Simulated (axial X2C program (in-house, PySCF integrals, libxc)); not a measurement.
# Potential curves of MoS⁺, two-component

Calculated with an in-house all-electron X2C program for linear molecules (integrals from PySCF). Two-component (2c) means X2C with spin–orbit coupling and atomic mean-field two-electron Coulomb and Gaunt terms. Basis: Mo dyall-cv3z [11s12p9d5f3g], S dyall-av3z [9s8p3d2f] (cores contracted in-house); Gaussian nuclei, density fitting, unrestricted open shells. Masses: Mo 97.905 u, S 31.972 u.

State: Ω = 3/2 (⟨Sz⟩ = 1.50, ⟨Lz⟩ = 0.00 at LDA). Energies in cm⁻¹ from the fragments at the same level (Mo+ + S). Fits are polynomials in 1 − R0/R over 0.85 to 1.23 times the lowest point R0.

| R (Å) | LDA | PBE0 |
| --- | --- | --- |
| 1.8782 | -39586 | -22786 |
| 1.9402 | -42192 | -25620 |
| 2.0021 | -43313 | -27007 |
| 2.0640 | -43313 | -27352 |
| 2.1362 | -42289 | -26874 |
| 2.2085 | -40511 | -25809 |
| 2.3014 | -37586 | -23974 |

The state is a single determinant with fixed occupations, the lowest that a limited PBE0 search found. Dissociation energies refer to the lowest single-determinant-based atoms at the same level and basis. Density functionals use the spin component along the axis (collinear). The 2c atoms are single determinants rather than J levels; their spin–orbit lowering is only partly caught, and De is too large by that part. This holds for PBE0. Without a current term, density functionals place determinants with orbital angular momentum somewhat too high. With several unpaired electrons one determinant need not be a pure state. This is the top spin component of a Σ state; components of lower Ω are not single determinants and can lie lower. The determinant is spin-polarised beyond a pure state at some levels (its spin-free form has ⟨S²⟩ too high), which makes Re and μ there less reliable.

Fit the LDA curve near its minimum: give the equilibrium distance, the harmonic wavenumber and the well depth.

At LDA, 2c: Re = 2.032 Å, ωe ≈ 593 cm⁻¹, De = 5.39 eV to Mo+ + S; Be follows as 0.169 cm⁻¹.

Fit the PBE0 curve near its minimum: give the equilibrium distance, the harmonic wavenumber and the well depth.

At PBE0, 2c: Re = 2.059 Å, ωe ≈ 516 cm⁻¹, De = 3.39 eV to Mo+ + S; Be follows as 0.165 cm⁻¹.
